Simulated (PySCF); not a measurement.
PBE on Al⁻ (aluminium, charge -1), [Ne] 3s2 3p2, high-spin 3P determinant. Computed with PySCF 2.14 in aug-cc-pCVTZ-DK with one added diffuse shell each of s, p, d, f type (9s8p6d4f, 91 functions), with the spin-free X2C one-electron Hamiltonian (Gaussian nucleus).

```
cycle= 1 E= -242.693885146084  delta_E= -0.00713  |g|= 0.0374  |ddm|= 0.753
cycle= 2 E= -242.681287354847  delta_E= 0.0126  |g|= 0.0828  |ddm|= 0.89
cycle= 3 E= -242.695492850262  delta_E= -0.0142  |g|= 0.0218  |ddm|= 0.413
cycle= 4 E= -242.686401755257  delta_E= 0.00909  |g|= 0.0527  |ddm|= 0.78
cycle= 5 E= -242.695093937969  delta_E= -0.00869  |g|= 0.0253  |ddm|= 0.245
cycle= 6 E= -242.697525820178  delta_E= -0.00243  |g|= 0.00809  |ddm|= 0.169
cycle= 7 E= -242.697813271437  delta_E= -0.000287  |g|= 0.00106  |ddm|= 0.11
cycle= 8 E= -242.697816591857  delta_E= -3.32e-06  |g|= 0.000615  |ddm|= 0.00409
cycle= 9 E= -242.697818075622  delta_E= -1.48e-06  |g|= 0.000211  |ddm|= 0.00709
cycle= 10 E= -242.697818268424  delta_E= -1.93e-07  |g|= 1.38e-05  |ddm|= 0.00245
cycle= 11 E= -242.697818269211  delta_E= -7.87e-10  |g|= 2.82e-07  |ddm|= 9.88e-05
converged SCF energy = -242.697818269211  <S^2> = 2.0036216  2S+1 = 3.0024134
```

Highest occupied orbital energy: 0.935 eV; ⟨L²⟩ = 2.02; populations by l: s 6.00, p 8.00, d 0.00, f 0.00.

Task: Can this result be used?

Result: With care. The run converged. At PBE the highest occupied level has a positive energy, so only the finite basis holds that electron; in a semilocal or global hybrid functional this comes from self-interaction and does not mean that the real anion is unbound.
